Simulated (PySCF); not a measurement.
GeI₄, SMILES [Ge]([I])([I])([I])[I].

Geometry optimised at ωB97X-D3(BJ)/def2-SVP. The isomer is the one that the SMILES or the coordinates give; other isomers of the formula were not compared. The def2 effective core potentials stand for the cores of I; spin–orbit coupling is left out.

These are ωB97X-D3(BJ)/def2-SVP (PySCF) values and carry that method's errors.

Frequencies are harmonic and unscaled.

Modes within 1.5 cm⁻¹ of each other (mostly degenerate sets) share a row, with their intensities summed.

```json
[
 {"mode": "1–2", "ν (cm⁻¹)": "55", "IR (km/mol)": "0.0", "moving atoms (share of kinetic energy)": "I 100 %"},
 {"mode": "3–5", "ν (cm⁻¹)": "81", "IR (km/mol)": "2.7", "moving atoms (share of kinetic energy)": "I 85 %, Ge 15 %"},
 {"mode": "6", "ν (cm⁻¹)": "177", "IR (km/mol)": "0.0", "moving atoms (share of kinetic energy)": "I 100 %"},
 {"mode": "7–9", "ν (cm⁻¹)": "301", "IR (km/mol)": "145.7", "moving atoms (share of kinetic energy)": "Ge 73 %, I 27 %"}
]
```
